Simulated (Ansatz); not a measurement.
Consider the redistribution: `[GeH3][SiH2][GeH2][GeH3]` + `C#C[SiH3]` → `[GeH3][SiH2][GeH3]` + `[SiH3]C#[C][GeH3]`.

Gas-phase electronic energies from Ansatz, PBE0-D4/def2-TZVP geometries. CBS: MP2 limit from def2 TZ/QZ plus the TZ coupled-cluster correction, frozen cores. DFT in def2-TZVPP. HSE06 is defined as in plane-wave codes. For Ge outer-core shells are correlated without core-valence functions, which leaves a few kJ/mol of doubt a bond. Scalar relativity is left out up to krypton. Each species was taken in one conformer, which may not be the lowest.

CCSD(T)/CBS gives +0.22 eV.

Question: Another level gave +0.19 eV. Which?
A. HF/def2-TZVPP
B. PBE-QIDH/def2-TZVPP
C. HSE06-D4/def2-TZVPP
D. CAM-B3LYP/def2-TZVPP

Answer: B. PBE-QIDH 0.19, CAM-B3LYP 0.15, HSE06-D4 0.27, HF/def2-TZVPP 0.06 eV.

Largest T1 diagnostic among the species: 0.013.

The D4 term adds +0.06 eV with B3LYP and +0.04 eV with PBE0; it sums over pairs of atoms, weighted by their polarisabilities, and B3LYP, whose exchange is more repulsive, gets the larger term. In def2-TZVPP, CCSD(T) changes the Hartree–Fock value by +0.12 eV (the triples alone add +0.00 eV) and MP2 by +0.11 eV. At CCSD(T), def2-SVP lies −0.08 eV from the extrapolated value and def2-TZVPP −0.05 eV.

B3LYP here is the variant with VWN-RPA as its local correlation; programs differ in this.
